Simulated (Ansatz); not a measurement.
Relaxation of AlBClH5Si (9 atoms, charge 0, multiplicity 1), to a largest force component of 0.015 eV/Å in at most 40 steps.

Method: RKS PBE-D4/def2-SVP in Ansatz.

```xyz
9
Properties=species:S:1:pos:R:3:forces:R:3
Si -0.623 1.444 -0.597 0.09 0.19 -0.13
Al 1.009 -0.254 0.004 -0.99 0.64 -0.13
B 0.530 -2.098 0.896 -0.17 0.87 -0.36
Cl 2.198 -2.529 0.868 1.81 -1.57 0.45
H -1.654 1.025 -1.578 -0.32 -0.33 -0.35
H -1.418 2.005 0.522 -0.22 0.08 0.53
H 0.004 2.631 -1.223 0.29 0.46 -0.25
H 2.531 0.053 -0.289 0.23 0.08 -0.06
H -0.182 -2.921 1.348 -0.72 -0.43 0.29
```

Question: Where does it end, and by what steps?

Answer: The run converged. The force dipped under the threshold on the way, but the program's further checks kept it going. After 24 steps the energy has fallen by 0.725 eV; Cl4 moved furthest, 1.74 Å. Parted: Al2–Cl4.

| step | energy less start (eV) | largest force component (eV/Å) | accepted |
| --- | --- | --- | --- |
| 0 | 0.0000 | 1.812 | yes |
| 1 | -0.4014 | 0.708 | yes |
| 2 | -0.5377 | 0.371 | yes |
| 3 | -0.5779 | 0.373 | yes |
| 4 | -0.5791 | 0.685 | yes |
| 5 | -0.6042 | 0.117 | yes |
| 6 | -0.6090 | 0.457 | yes |
| 7 | -0.6189 | 0.372 | yes |
| 8 | -0.6452 | 0.112 | yes |
| 9 | -0.6602 | 0.063 | yes |
| 10 | -0.6769 | 0.195 | yes |
| 11 | -0.6902 | 0.253 | yes |
| 12 | -0.6985 | 0.431 | yes |
| 13 | -0.7018 | 0.280 | yes |
| 14 | -0.6931 | 0.462 | no |
| 15 | -0.7140 | 0.251 | yes |
| 16 | -0.7215 | 0.092 | yes |
| 17 | -0.7216 | 0.091 | yes |
| 18 | -0.7230 | 0.079 | yes |
| 19 | -0.7247 | 0.028 | yes |
| 20 | -0.7252 | 0.012 | yes |
| 21 | -0.7254 | 0.020 | yes |
| 22 | -0.7254 | 0.016 | yes |
| 23 | -0.7254 | 0.021 | yes |
| 24 | -0.7255 | 0.003 | yes |

```xyz
9
Properties=species:S:1:pos:R:3
Si -0.613 1.334 -0.729
Al 1.181 0.031 0.360
B 0.803 -1.975 0.949
Cl 1.106 -3.176 -0.320
H -1.551 0.458 -1.523
H -1.448 2.011 0.335
H -0.104 2.417 -1.649
H 2.635 0.696 0.533
H 0.384 -2.439 1.994
```

Run time: 43 s on 2 threads of Arm Neoverse V1 (shared host), peak memory 0.15 GiB.
